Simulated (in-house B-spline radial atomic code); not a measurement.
Mg is squeezed into an impenetrable sphere of radius R (the orbitals vanish at R). No spin polarisation. Level of theory: non-relativistic LDA VWN5, spherical fractional occupations, point nucleus; calculated with a B-spline radial code for spherical atoms.

Energies in eV above the free atom in [Ne] 3s2:

```
R (bohr)  highest level (eV)  [Ne] 3s2  [He] 2s1 2p6 3s2 3d1  [Ne] 3s1 3d1  -dE/dV in [Ne] 3s2 (GPa)
     8.6               -4.64   0.06184                 89.82         7.723                    0.0796
    5.87               -3.35     1.185                 92.79         11.46                      3.16
    4.73              -0.993     4.032                 97.65         16.68                      16.9
    4.42               0.207     5.666                 100.2         19.16                      27.6
    3.84                3.78     10.92                 108.1         26.22                        74
    3.17                12.3     24.62                 127.5         41.92                       270
    2.52                32.5     60.44                 174.9         77.07                      1230
    2.14                  59     111.5                 238.8         122.6                      3620
     1.9                88.6     172.6                 312.4         174.8                      7890
    1.58                 161     334.8                 500.9         309.8                     25800
```

Does [He] 2s1 2p6 3s2 3d1 fall below [Ne] 3s2 under compression?

No, it stays above over the whole range.

Does [Ne] 3s1 3d1 fall below [Ne] 3s2 under compression?

Yes, between R = 1.9 and 1.58 bohr the order changes (near 1.87 bohr by linear interpolation).

The highest level is first positive in the row R = 4.42 bohr, pushed up by confinement above the zero of the free ion's potential. Each configuration is held fixed and needn't be the lowest in the sphere.
